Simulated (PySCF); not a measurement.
**Static response to an electric field**

3,4-dimethylthiophene, C6H8S.
Numbering: `[CH3:1][c:2]1[cH:3][s:4][cH:5][c:6]1[CH3:7]` (hydrogens: H8, H9, H10 on C1; H11 on C3; H12 on C5; H13, H14, H15 on C7)

Geometry (GFN2-xTB, Å), atoms numbered from 1 in this order:
```xyz
15
C6H8S angstrom
C      1.7549   -0.5017   -0.0913
C      0.6094    0.4511   -0.0094
C      0.7311    1.8024    0.0335
S     -0.7897    2.6026    0.1254
C     -1.6083    1.0891    0.1045
C     -0.7571    0.0344    0.0317
C     -1.1795   -1.3962   -0.0036
H      2.6992    0.0360   -0.1092
H      1.6792   -1.1082   -0.9935
H      1.7504   -1.1745    0.7659
H      1.6301    2.3864    0.0165
H     -2.6793    1.0726    0.1473
H     -2.2623   -1.4760    0.0434
H     -0.7504   -1.9391    0.8379
H     -0.8321   -1.8708   -0.9208
```

Level: wB97X-D/def2-SVPD (PySCF), static field, nuclei fixed, core orbitals frozen in the response. The polarisability tensor in these axes (au):

```
x    92.09  -4.86  -1.50
y    -4.86 106.79   1.89
z    -1.50   1.89  60.12
```

Problem. Diagonalise the tensor; give its mean and Δα, where Δα² is half the sum of the squared differences of the eigenvalues.

Solution. Principal values 59.99, 90.66 and 108.36 au; mean 86.33 au = 12.79 Å³ = 14.23 × 10⁻⁴⁰ C²·m²/J; Δα = 42.39 au (49 % of the mean).

Problem. What is the dipole moment, and where does it point?

Solution. (0.40, -1.31, -0.07) D, 1.37 D in size, pointing from the negative to the positive side. Measured along this direction, the outermost atoms are S4 at the negative end and H14, H9, H10 and H15 at the positive end.

Problem. What depolarisation ratio follows for Rayleigh scattering of linearly polarised light, taking the static tensor?

Solution. ρ = 3Δα²/(45ᾱ² + 4Δα²) = 5390.5/(335407 + 7187.3) = 0.0157.

Problem. Refractivity n − 1 of an ideal gas of it at 400 K and 1 atm, from the electronic α?

Solution. N = p/kT = 1.8347 × 10¹⁹ cm⁻³, so n − 1 = 2π × N × 12.79 × 10⁻²⁴ cm³ = 1475 × 10⁻⁶ at long wavelengths, for an ideal gas.

Problem. How large is μ²/3kT at 400 K beside α?

Solution. In Gaussian units μ²/3kT = 11.34 Å³ against 12.79 Å³, a ratio of 0.89; the Debye molar polarisation (4π/3)N_A(α + μ²/3kT) is 60.9 cm³/mol, leaving out the vibrational part.

Problem. Molar refractivity from α?

Solution. Lorentz–Lorenz: R = (4π/3)N_A α = 2.5225 cm³/(mol·Å³) × 12.79 Å³ = 32.3 cm³/mol, in the limit of long wavelengths.

Problem. Sum over states: ᾱ = Σ f/ω², ω in Eh. What share falls to these 8 lowest TDDFT singlets (eV, f)? 5.84, 0.1291; 5.88, 0.0686; 6.21, 0.0000; 6.32, 0.0035; 6.66, 0.0000; 6.85, 0.0130; 7.24, 0.0134; 7.29, 0.0000.

Solution. They add up to 4.73 au, 5.5 % of the 86.33 au; the largest single term is 2.80 au, from the state at 5.84 eV. Terms in order: 2.80, 1.47, 0.00, 0.07, 0.00, 0.20, 0.19, 0.00 au. Higher excitations give the rest. The strengths listed sum to 0.228.

Geometry: GFN2-xTB; no solvent, vibrations or thermal averaging.

wB97X-D is run here without its empirical dispersion term; that term would change no orbital, density or response property at a fixed geometry.
